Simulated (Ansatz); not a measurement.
Coupled-cluster diagnostics for Al₁₂ (relaxed from a model of Al12 flat piece, whose bonding it doesn't keep), Ansatz.

Geometry of the singlet (PBE-D4/def2-SVP):

```xyz
12

Al    1.895    2.053    1.658
Al    1.071   -0.583    1.447
Al    1.493    1.282   -0.722
Al    0.852    0.910   -3.206
Al    0.510    1.171    3.528
Al   -0.734    1.427    0.908
Al    0.937   -1.307   -1.001
Al   -0.313   -1.355   -3.483
Al   -1.596   -0.207    3.040
Al   -1.362   -1.407    0.750
Al   -1.202    0.395   -1.336
Al   -1.552   -2.379   -1.583
```

Correlated methods freeze 60 core orbitals.

**Question.** Estimate the CCSD(T) correlation energy, the shares of MP2 and (T), T1 and the reference's ⟨S²⟩ for: charge 0, singlet, own geometry in def2-SVP; and the rough time on 4 threads of Intel Xeon on a shared host.

**Answer.** 
```csv
state,basis,correlation (eV),MP2 share (%),(T) share (%),T1,⟨S²⟩ (pure),wall time,remarks
"charge 0, singlet, own geometry",def2-SVP,-26.507,92.7,11.3,0.060,0.00 (0.00),3 min,"large T1, restricted SCF unstable"
```
Customary marks for T1 are 0.02 (closed shells), 0.045 (open shells) and about 0.05 (3d metals). T1 exceeds 0.02 in 1 of 1 rows and 0.045 in 1; the higher it lies, the less the single-reference result can be trusted.
